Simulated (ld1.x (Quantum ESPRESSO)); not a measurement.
**An all-electron radial function and its pseudo partner (palladium (Pd))**

Columns: radius, all-electron u(r) and pseudo u(r) of the 4p shell (level -54.57 eV) of palladium in the configuration [Ar] 3d10 4s2 4p6 4d9 5s1 5p0; LDA (PZ), scalar-relativistic, PAW scheme, ld1.x (Quantum ESPRESSO) 7.5.

| r (bohr) | all-electron | pseudo |
| --- | --- | --- |
| 0.118 | 0.1916 | 0.0400 |
| 0.235 | -0.5456 | 0.1521 |
| 0.353 | -0.4640 | 0.3194 |
| 0.470 | 0.0607 | 0.5122 |
| 0.588 | 0.5829 | 0.7032 |
| 0.705 | 0.9273 | 0.8613 |
| 0.822 | 1.0898 | 0.9675 |
| 0.940 | 1.1157 | 1.0118 |
| 1.058 | 1.0554 | 0.9938 |
| 1.175 | 0.9514 | 0.9256 |
| 1.292 | 0.8305 | 0.8243 |
| 1.410 | 0.7081 | 0.7082 |
| 1.528 | 0.5941 | 0.5944 |
| 1.645 | 0.4934 | 0.4934 |
| 1.763 | 0.4056 | 0.4056 |
| 1.880 | 0.3318 | 0.3318 |
| 1.998 | 0.2696 | 0.2696 |
| 2.115 | 0.2185 | 0.2185 |
| 2.232 | 0.1766 | 0.1766 |
| 2.350 | 0.1420 | 0.1420 |
| 2.468 | 0.1140 | 0.1140 |
| 2.585 | 0.0915 | 0.0915 |
| 2.702 | 0.0733 | 0.0733 |
| 2.820 | 0.0586 | 0.0586 |
| 2.938 | 0.0468 | 0.0468 |
| 3.055 | 0.0374 | 0.0374 |

(1) How many radial nodes do the two functions have?

(2) At about which radius was the pseudo-wave matched?

(3) Is the pseudo-wave norm-conserving?

Answers

(1) The all-electron 4p function has n − l − 1 = 2; the pseudo-wave has 0, since the states of the same l below it are removed with the core.

(2) 1.65 bohr. The columns agree to 0.0005 from 1.41 bohr on; several derivatives are matched, so the curves merge somewhat inside the radius.

(3) No, it belongs to a PAW set: the norm inside the radius is not constrained, and the difference is carried by the augmentation charge.
